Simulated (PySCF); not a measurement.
Ca2H4: fields on a plane

These are results of PBE0 in PySCF with Ca def2-TZVP, H def2-TZVP; no relativity; density-fitted integrals, not measurements.

The singlet minimum has Ca–H 2.028 Å (×2), Ca–H 2.191 Å (×4); Ca–H–Ca 104.0° (×2), H–Ca–H 76.0° (×2), H–Ca–H 142.0° (×4).

The plane holds Ca1 at (0.00, 0.00), Ca2 at (3.45, 0.00), H3 at (1.73, 1.35), H4 at (1.73, -1.35), H5 at (-2.03, 0.00), H6 at (5.48, 0.00) Å. Columns run from x = -4.05 to 7.65 Å, rows from y = 3.75 (top) to -3.45 Å, in steps of 0.3 Å. Other isomers or separated fragments may lie lower.

Task: Give the electron density (e/Å³) (cut at 5 e/Å³). Lower edges of the bins (e/Å³): '0' 0.000, '1' 0.030, '2' 0.076, '3' 0.151, '4' 0.268, '5' 0.455, '6' 0.750, '7' 1.218, '8' 1.960, '9' 3.136; top 5.00.

Result: 
```
0000000000000000000000000000000000000000
0000000000000000000000000000000000000000
0000000000000000000000000000000000000000
0000000000000000000000000000000000000000
0000000000000000001111000000000000000000
0000000000000000112221100000000000000000
0000000000000000123433210000000000000000
0000000000000001235654211000000000000000
0000001111000111245865321110001110000000
0000011221112333345664333332111221100000
0000123332235775434443356764323332110000
0001234543358998533333479997434554210000
0001246754479999742223589998545675310000
0001246754479999742223589998545675310000
0001234543358998533333479997434554210000
0000123332235775434443356764323332110000
0000011221112333345664333332111221100000
0000001111000111245865321110001110000000
0000000000000001235654211000000000000000
0000000000000000123433210000000000000000
0000000000000000112221100000000000000000
0000000000000000001111000000000000000000
0000000000000000000000000000000000000000
0000000000000000000000000000000000000000
0000000000000000000000000000000000000000
```

Task: Give the electron localisation function (set to 0 where the density is under 0.005 e/Å³). Lower edges of the bins: '0' 0.000, '1' 0.100, '2' 0.200, '3' 0.300, '4' 0.400, '5' 0.500, '6' 0.600, '7' 0.700, '8' 0.800, '9' 0.900; top 1.00.

Result: 
```
0000000000000000000000000000000000000000
0000000000000000000000000000000000000000
0000000000000000007870000000000000000000
0000000000000000899999960000000000000000
0000000000000007999999994000000000000000
0000000000000028999999995000000000000000
0000008874000017999999994000026887000000
0000899996100004999999971000038999900000
0008999996100000699999920000039999990000
0089999997102421189999401331039999999000
0099999997127886129996137885129999999800
0799999997158768513751288688229999999900
0899999997177777810110581818329999999900
0899999997177777810110581818329999999900
0799999997158768513751288688229999999900
0099999997127886129996137885129999999800
0089999997102421189999401331039999999000
0008999996100000699999920000039999990000
0000899996100004999999971000038999900000
0000008874000017999999994000026887000000
0000000000000028999999995000000000000000
0000000000000007999999994000000000000000
0000000000000000899999960000000000000000
0000000000000000007870000000000000000000
0000000000000000000000000000000000000000
```
